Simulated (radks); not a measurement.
Problem. Radial electron density D(r) = 4 pi r^2 rho(r) of an atom or ion with 41 electrons. Calculated with a radial shooting solver on a logarithmic mesh with Libxc functionals: non-relativistic Kohn-Sham, TPSS, spin-polarised, spherical densities, point nucleus; meta-GGA in the generalised Kohn-Sham scheme.

| r (bohr) | D(r) (e/bohr) | spin D(r) |
|---|---|---|
| 0.001547 | 3.835 | -0.0000829 |
| 0.001983 | 5.977 | -0.000129 |
| 0.002541 | 9.179 | -0.000198 |
| 0.003256 | 13.84 | -0.000298 |
| 0.004173 | 20.36 | -0.000437 |
| 0.005348 | 29.05 | -0.000620 |
| 0.006853 | 39.87 | -0.000841 |
| 0.008781 | 52.08 | -0.00107 |
| 0.01125 | 63.96 | -0.00122 |
| 0.01442 | 72.87 | -0.00107 |
| 0.01848 | 76.24 | 0.0000582 |
| 0.02349 | 73.79 | 0.00417 |
| 0.0301 | 69.06 | 0.0185 |
| 0.03858 | 69.50 | 0.0643 |
| 0.04943 | 80.31 | 0.196 |
| 0.06335 | 96.07 | 0.527 |
| 0.08118 | 101.6 | 1.22 |
| 0.104 | 89.82 | 2.33 |
| 0.1333 | 77.04 | 3.46 |
| 0.1708 | 81.74 | 3.53 |
| 0.2189 | 87.81 | 1.78 |
| 0.2805 | 67.15 | -0.0188 |
| 0.3595 | 36.85 | 1.89 |
| 0.457 | 29.27 | 7.38 |
| 0.5856 | 30.62 | 10.5 |
| 0.7504 | 18.99 | 7.18 |
| 0.9616 | 5.582 | 2.40 |
| 1.232 | 0.6975 | 0.353 |
| 1.579 | 0.03165 | 0.0194 |
| 2.024 | 0.0004097 | 0.000301 |

What is the nuclear charge?

Solution. Z = 60. The innermost maximum, from 1s, lies near 1/Z = 0.0167 bohr (found: 0.0186), and its height grows with Z. The density is that of the neodymium ion Nd19+ in [Kr] 4d5; the configuration itself is not fixed sharply by these data, and Z only to a few units. D(r) has 4 maxima, at r = 0.0186, 0.0774, 0.210, 0.545 bohr, and minima at 0.0339, 0.141, 0.439 bohr, inside which lie 1.98, 11.33, 29.19 electrons.
